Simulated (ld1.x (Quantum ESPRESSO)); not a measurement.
# promethium (Pm), ultrasoft: configuration errors across variants

ld1.x (Quantum ESPRESSO) 7.5 input, shortened:

```
&input
   title='Pm', zed=61., rel=1, dft='PBE', iswitch=3,
   config='[Xe] 4f4.5 5d0.5 6s2 6p0'
 /
 &inputp
   pseudotype=3, tm=.true., lloc=-1, rcloc=2.15,
   nlcc=.true., rcore=0.70
 /
8
5S  1  0   2.00   0.00  2.00  2.75  0.0
6S  2  0   2.00   0.00  2.00  2.75  0.0
5P  2  1   6.00   0.00  2.20  2.35  0.0
6P  3  1   0.00   0.00  2.20  2.35  0.0
5D  3  2   0.50   0.00  3.00  3.45  0.0
5D  3  2   0.00   0.65  3.00  3.45  0.0
4F  4  3   4.50   0.00  0.85  1.05  0.0
4F  4  3   0.00   2.20  0.85  1.05  0.0
 &test
   configts(1)='4f4.5 5s2 5p6 5d0.5 6s2 6p0'
 /
```

All-electron excitation energies from the reference (eV): (1) 4f5 5s2 5p6 5d0 6s2 6p0 -0.678; (2) 4f5 5s2 5p6 5d0 6s1 6p0 5.195; (3) 4f5 5s2 5p6 5d0 6s0 6p0 16.136; (4) 4f4 5s2 5p6 5d0 6s2 6p0 8.049; (5) 4f5 5s2 5p6 5d1 6s0 6p0 6.431; (6) 4f5 5s2 5p6 5d0 6s0 6p1 8.248; (7) 4f4 5s2 5p6 5d1 6s2 6p0 1.758.

The overlap operator is not positive definite (basis up to 400 Ry) in “base”, “waves 5d (bound): rcut 2.50, rcutus 2.64 bohr; 5d channel at 0.65 Ry: rcut 2.50, rcutus 2.64 bohr”, “wave 5d channel at 0.65 Ry: rcut 3.00, rcutus 3.45 bohr becomes 5d channel at -0.02 Ry: rcut 3.00, rcutus 3.45 bohr”, “core correction a·sin(br)/r model core inside 0.68 bohr”. Such files are unfit for use, however small their errors in these radial tests.

3 further variants failed, have other tests or another functional or relativity, and are left out.

The file “base” misses its own reference levels by 1.5 eV. The file “waves 5d (bound): rcut 2.50, rcutus 2.64 bohr; 5d channel at 0.65 Ry: rcut 2.50, rcutus 2.64 bohr” misses its own reference levels by 1.4 eV. The file “wave 5d channel at 0.65 Ry: rcut 3.00, rcutus 3.45 bohr becomes 5d channel at -0.02 Ry: rcut 3.00, rcutus 3.45 bohr” misses its own reference levels by 1.4 eV. The file “core correction a·sin(br)/r model core inside 0.68 bohr” misses its own reference levels by 1.5 eV.

Errors AE − PS in meV (a dash: test not solved or not reliable):

| change | (1) | (2) | (3) | (4) | (5) | (6) | (7) | bound ghosts |
| --- | --- | --- | --- | --- | --- | --- | --- | --- |
| base | +279 | +809 | +1943 | -982 | +1974 | +1364 | -302 | not determined (overlap not positive) |
| waves 5d (bound): rcut 2.50, rcutus 2.64 bohr; 5d channel at 0.65 Ry: rcut 2.50, rcutus 2.64 bohr | +278 | +808 | +1942 | -984 | +1983 | +1364 | -279 | not determined (overlap not positive) |
| wave 5d channel at 0.65 Ry: rcut 3.00, rcutus 3.45 bohr becomes 5d channel at -0.02 Ry: rcut 3.00, rcutus 3.45 bohr | +278 | +808 | +1941 | -983 | +1982 | +1363 | -282 | not determined (overlap not positive) |
| core correction a·sin(br)/r model core inside 0.68 bohr | +279 | +809 | +1943 | -982 | +1974 | +1364 | -302 | not determined (overlap not positive) |

**Question.** Give the same row for: local potential all-electron potential smoothed inside 1.98 bohr (lloc = -1).

**Answer.** +255, +770, +1845, -887, +1860, +1270, -320; bound ghosts: not determined (overlap not positive). Its overlap operator is not positive definite in a basis up to 400 Ry (lowest eigenvalue s -0.03, d -4.86), so the file is unfit for use: the generalised eigenproblem breaks down once the basis is large enough, and its test numbers describe a broken file.
